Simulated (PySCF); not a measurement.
**Correlation energy of C⁺ (carbon, charge +1)**

[He] 2s1 2p1 3s1, high-spin 4P determinant (an excited configuration). Computed with PySCF 2.14 in aug-cc-pwCVTZ (7s6p4d2f, 59 functions), with the non-relativistic Hamiltonian (point nucleus). Frozen: nothing; 5 electrons correlated.

| level | correlation energy (mhartree) |
| --- | --- |
| CCSD | -57.40 |
| (T) | -0.22 |
| CCSD(T) | -57.62 |

Diagnostics: T1 = 0.0057, D1 = 0.0173, largest double amplitude 0.050.

The outer electron is Rydberg-like, and this basis confines it to a smaller radius and binds it less than a complete one would.

Cost of the coupled-cluster step: about 3 core-seconds, for 5 correlated electrons.
